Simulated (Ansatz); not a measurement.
Breaking the N3–H4 bond in H3NSe (SMILES N[SeH]) (multiplicity 1 held, fragments rigid). Energies count from the point at 1.012 Å.
Geometry at that point (charge 0, multiplicity 1):
```xyz
5

Se    -0.0430     0.3156     0.2326
H     -1.2669     0.7729    -0.4779
N      0.3666    -1.2273    -0.7248
H      0.5479    -1.0107    -1.6964
H     -0.3858    -1.9010    -0.6611
```

Signs of static correlation in cc-pVTZ, with CASSCF(2,2), from Ansatz (an electronic-structure program) runs.

```tsv
R (Å)	T1 of restricted CCSD	⟨S²⟩ of UHF	largest double amplitude of restricted CCSD	weight of the CASSCF reference in MRCISD	CASSCF natural occupations
0.810	0.010	0.000	0.034	0.895	1.99 0.01
0.911	0.010	0.000	0.033	0.894	1.99 0.01
1.012	0.010	0.000	0.035	0.893	1.98 0.02
1.113	0.010	0.000	0.031	0.893	1.97 0.03
1.214	0.011	0.000	0.030	0.892	1.96 0.04
1.366	0.012	0.000	0.033	0.891	1.94 0.06
1.518	0.014	0.216	(withheld)	0.891	1.90 0.10
1.771	0.018	0.721	0.076	0.890	1.79 0.21
2.024	0.024	0.902	0.172	0.889	1.63 0.37
2.327	0.033	0.979	0.336	0.889	1.43 0.57
2.732	0.048	1.009	(withheld)	0.889	1.23 0.77
3.238	0.060	1.018	0.671	0.889	1.10 0.90
```

Problem. Fill in the missing entries.

Solution. 
- 1.518, largest double amplitude of restricted CCSD: 0.048
- 2.732, largest double amplitude of restricted CCSD: 0.522

Doubts at one or more of the structures used: a restricted determinant that unrestricted orbitals would lower (R-CCSD(T)/cc-pVTZ); other coupled-cluster roots lie near (R-CCSD(T)/cc-pVTZ); T1 above 0.05 (R-CCSD(T)/cc-pVTZ, U-CCSD(T)/cc-pVTZ); a spin-contaminated determinant (U-CCSD(T)/cc-pVTZ).
